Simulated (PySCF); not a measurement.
The complex [Cu(NH3)6]2+ (charge +2) contains Cu(II), shell d9. The structure is a model geometry with rigid ligands and bond lengths from ionic radii, not a minimum; coordination octahedral, point group S6, metal–donor distances 2.16 Å.

```
25

Cu    0.000    0.000    0.000
N     0.000    0.000    2.160
H     0.942    0.000    2.550
H    -0.471    0.816    2.550
H    -0.471   -0.816    2.550
N     0.000    0.000   -2.160
H    -0.942    0.000   -2.550
H     0.471    0.816   -2.550
H     0.471   -0.816   -2.550
N     2.160    0.000    0.000
H     2.550    0.942    0.000
H     2.550   -0.471    0.816
H     2.550   -0.471   -0.816
N    -2.160    0.000    0.000
H    -2.550   -0.942    0.000
H    -2.550    0.471    0.816
H    -2.550    0.471   -0.816
N     0.000    2.160    0.000
H     0.000    2.550    0.942
H     0.816    2.550   -0.471
H    -0.816    2.550   -0.471
N     0.000   -2.160    0.000
H     0.000   -2.550   -0.942
H     0.816   -2.550    0.471
H    -0.816   -2.550    0.471
```

Method (PySCF 2.14, density fitting): CASSCF(9,5) with orbitals averaged over all microstates of the shell, strongly contracted NEVPT2 on the averaged canonical orbitals; basis x2c-TZVPall on the metal, x2c-SVPall elsewhere; spin-free X2C; gas phase; spin-orbit coupling by state interaction with the mean-field operator over all roots.

Q: What is the ground state?

A: 2Eg (S = 1/2, orbital degeneracy 2), with 6.0 electrons in the lower (t2g-type) set and 3.0 in the upper (eg-type) set, by NEVPT2.

Q: List the excited states of the same spin.

A: By NEVPT2: 2Eg (from 2T2g) at 10438 cm⁻¹ (958 nm); 2Ag (from 2T2g) at 10493 cm⁻¹ (953 nm). All are electric-dipole forbidden at this geometry.

Q: Give the fitted ligand-field and repulsion parameters.

A: At NEVPT2 level: orbital energies 0, 55, 55, 10493, 10493 cm⁻¹; 10Dq = 10456 cm⁻¹ (difference of the means of the two sets); ζ = 805 cm⁻¹ (free ion 818).

Q: What are the magnetic parameters?

A: Degenerate or low-lying orbital states mix with the ground state, so no spin-only Hamiltonian applies. The lowest spin-orbit level is 2-fold, effective g = 0.27, 0.27, 2.27; the next lies at 3.1 cm⁻¹. μeff is 2.02 μB at 300 K and 1.96 μB at 10 K; the spin-only value is 1.73 μB.

The ground state is orbitally degenerate in this regular structure, which would distort (Jahn–Teller), so its moment is that of the undistorted model. NEVPT2 lifts 2Eg (from 2T2g) from 7196 to 10438 cm⁻¹; on the d shell alone it tends to overshoot states that fill the eg-type orbitals.

The job took 27 s on one thread of Arm Neoverse V1 (shared host), with 222 basis functions and a peak of 0.6 GiB, launched as `OMP_NUM_THREADS=1 python lf_run.py task.json out`.
